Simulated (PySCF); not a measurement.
**How methods differ on the excitation energy of As**

As [Ar] 3d10 4s2 4p3 (4S) → As [Ar] 3d10 4s1 4p3 4d1 (6D), as a difference of total energies. Calculation: PySCF 2.14, in aug-cc-pVTZ-PP with ECP10MDF (6s5p4d2f, 55 functions); scalar relativity through the core potential. Correlated levels: valence: 3s2 3p6 3d10 frozen. The calculations carry no spin-orbit coupling.

```json
{"method": "UHF", "excitation energy (eV)": "13.059"}
{"method": "PBE", "excitation energy (eV)": "15.294"}
{"method": "PBE0", "excitation energy (eV)": "15.029"}
{"method": "r2SCAN", "excitation energy (eV)": "14.925"}
{"method": "B3LYP", "excitation energy (eV)": "15.609"}
{"method": "BLYP", "excitation energy (eV)": "15.810"}
{"method": "MP2 (valence)", "excitation energy (eV)": "14.342"}
{"method": "SCS-MP2 (valence)", "excitation energy (eV)": "14.731"}
```

Task: Estimate what LDA gives.

Result: 15.695 eV, closest to B3LYP among the rows shown.

Task: Estimate what HSE06 gives.

Result: 15.080 eV, closest to PBE0 among the rows shown.

The upper state lies above the first ionisation limit, but in LS coupling its spin forbids autoionisation to the ground ion.

The promoted electron is Rydberg-like, and one or two diffuse shells describe it only roughly, which tends to raise the upper state.

In the upper state the promoted electron has a positive orbital energy at LDA, PBE, r2SCAN, B3LYP, HSE06, BLYP, so the basis confines it.
